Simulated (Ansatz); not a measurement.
Total energies of `I[B]1[S][GeH2]1`.

Z-matrix (Å, degrees):
```
Ge
B 1 1.997
S 1 2.317 2 47.0
H 1 1.532 2 123.7 3 86.7
H 1 1.532 2 123.6 3 -86.7
I 2 2.090 1 147.2 3 180.0
```

Total charge 0; spin multiplicity 1. Correlated methods include outer-core shells of Ge, I, which these sets cover unevenly. Scalar relativity is left out up to krypton. I: def2 effective core potential. The geometry is a stationary point of PBE0-D4/def2-TZVP. Basis def2-TZVPP, Ansatz 0.2.0.

RPA on PBE orbitals: Hartree–Fock energy of these orbitals -2795.39921 Eh, correlation -1.46176 Eh (frozen core).

```tsv
functional	energy without D4 (Eh)	D4 term (kJ/mol)
PBE	-2798.48425	-20.1
revPBE	-2798.82504	-47.0
BLYP	-2799.00245	-42.7
r2SCAN	-2799.08674	-4.3
B97M-V	-2798.53243	–
B3LYP	-2799.17778	-33.5
r2SCANh	-2799.06526	-4.8
r2SCAN0	-2799.03444	-5.4
HSE06 (plane-wave form)	-2798.58916	-16.5
BHLYP	-2798.92907	-31.7
CAM-B3LYP	-2799.12659	-18.3
LC-ωPBE	-2798.63480	–
B2PLYP	-2798.33104	–
PBE-QIDH	-2798.02784	–
```

Task: Give the same for LDA (SPW92), PBE0, ωB97X-V, ωB97M-V. (Best estimate.)

Result: The calculation gave: 
| functional | energy without D4 (Eh) | D4 term (kJ/mol) |
| --- | --- | --- |
| LDA (SPW92) | -2793.79726 | – |
| PBE0 | -2798.59910 | -17.3 |
| ωB97X-V | -2798.74691 | – |
| ωB97M-V | -2798.85010 | – |

B3LYP takes the VWN-RPA correlation (the form of Gaussian; ORCA's B3LYP/G). HSE06 is the plane-wave form, built on full-range PBE exchange. The double hybrids freeze the cores in their second-order part.

LC-ωPBE has ω = 0.4 bohr⁻¹.
